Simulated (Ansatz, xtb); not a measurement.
**Ranking isomers of C5H4O2Se**

4 gas-phase structures of C5H4O2Se, from a drawn sample of its isomers (lower ones may exist). Each was relaxed with GFN2-xTB:

A. `O=C(O)c1ccc[se]1`, a singlet
B. `O=CC1=C[Se]C=CO1`, a singlet
C. `O=COc1ccc[se]1`, a singlet
D. `O=COc1cc[se]c1`, a singlet

Question: Which do you expect lowest at r2SCAN-D4/def2-SVP, and how would the others follow?

Answer: Calculated order at r2SCAN-D4/def2-SVP: A (0.0), D (19.8), C (20.7), B (50.9) kcal/mol. Less than 1 kcal/mol parts D and C, so the order within that pair means little.

Energies above the lowest of each column, in kcal/mol; the last columns are at B3LYP-D3(BJ)/def2-SVP geometries and were run for some of them only (a dash: not run or not comparable):

```tsv
structure	GFN2-xTB	HF/STO-3G	r2SCAN-D4/def2-SVP	B3LYP-D3(BJ)/def2-SVP	CCSD(T)/def2-SVP + ΔMP2/def2-TZVPP
A	0.0	0.0	0.0	0.0	0.0
D	9.9	5.5	19.8	18.7	20.1
C	4.9	8.6	20.7	19.2	21.3
B	38.7	24.1	50.9	–	–
```

Every level run on A puts it lowest or level with the lowest. Flexible structures stand in one conformer each, not always the lowest. Frequencies (GFN2-xTB) were run for A, C, D alone. ΔMP2 is the change of the MP2 energy from the smaller to the larger basis.

Over these structures GFN2-xTB departs from r2SCAN-D4/def2-SVP by 4.8 kcal/mol on average once a common shift is removed. A GFN2-xTB relaxation took about 0.11 s and the r2SCAN-D4/def2-SVP energy about 2.5 s on a shared host (Ansatz 0.2.0, xtb 6.7.1).
